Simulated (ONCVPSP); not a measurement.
**What the settings do to the ONCV potential of K (Z = 19)**

Base potential:

K (Z = 19), optimised norm-conserving Vanderbilt (ONCV), made with ONCVPSP 4.0.1 (PBEsol, scalar-relativistic). Core [Ne], reference 3s2 3p6 4s1. Waves: 3s+4s: rc 1.70 bohr, ncon 4, nbas 9, qcut 7 1/bohr, 2 projectors; 3p: rc 1.60 bohr, ncon 4, nbas 7, qcut 9.5 1/bohr, 2 projectors, debl 2.1 Ha; d scattering state at 0.41 Ha: rc 1.40 bohr, ncon 4, nbas 7, qcut 6.3 1/bohr, local. Local part: the d channel. Core correction: polynomial model core, fcfact 0.45.

Cutoffs, loose and tight: the cutoffs (Ha) at which the residual kinetic energy of the hardest occupied pseudo-wave falls to 1 and 0.1 mHa per electron. They do not see the model core or the augmentation charge, which bear on the density cutoff. Test errors are all-electron minus pseudo excitation energies from the reference, over the configurations 3s2 3p6 4s0; 3s2 3p6 4s0.5; 3s2 3p6 4s0 4p1; 3s2 3p5 4s1. A dash means not determined; rows that change the core or the reference have their own tests.

For the base: The cutoffs count occupied waves only; projector 1 of the d channel, the hardest unoccupied one, needs 65 Ha at the loose tolerance.

A true bound ghost makes a file unfit for plane-wave use even where its test errors are small: the radial tests pick states by their node count and pass the ghost by.

```json
{"change": "base", "outcome": "generated", "cutoff, loose": "16 Ha", "cutoff, tight": "25 Ha", "bound ghosts": "s", "GHOST(+) flags above zero": "p", "largest test error (meV)": "+3.8"}
{"change": "p: nproj 3", "outcome": "generated", "cutoff, loose": "16 Ha", "cutoff, tight": "25 Ha", "bound ghosts": "s", "GHOST(+) flags above zero": "none", "largest test error (meV)": "+3.8"}
{"change": "d: rc 1.52", "outcome": "generated", "cutoff, loose": "16 Ha", "cutoff, tight": "25 Ha", "bound ghosts": "s", "GHOST(+) flags above zero": "none", "largest test error (meV)": "+3.1"}
{"change": "d: qcut 3.8", "outcome": "generated", "cutoff, loose": "16 Ha", "cutoff, tight": "25 Ha", "bound ghosts": "s", "GHOST(+) flags above zero": "p", "largest test error (meV)": "+3.8"}
```

Question: What comes out with this change to the base: s: qcut 8; p: qcut 10.8; d: qcut 7.2?

Answer: outcome: generated; cutoff, loose: 24 Ha; cutoff, tight: 34 Ha; bound ghosts: s; GHOST(+) flags above zero: p; largest test error (meV): +3.8.

Question: What comes out with this change to the base: d: nproj 1; local potential polynomial inside 1.40 bohr (lpopt 2, dvloc0 0 Ha)?

Answer: outcome: generated; cutoff, loose: 16 Ha; cutoff, tight: 25 Ha; bound ghosts: none; GHOST(+) flags above zero: none; largest test error (meV): +4.1.
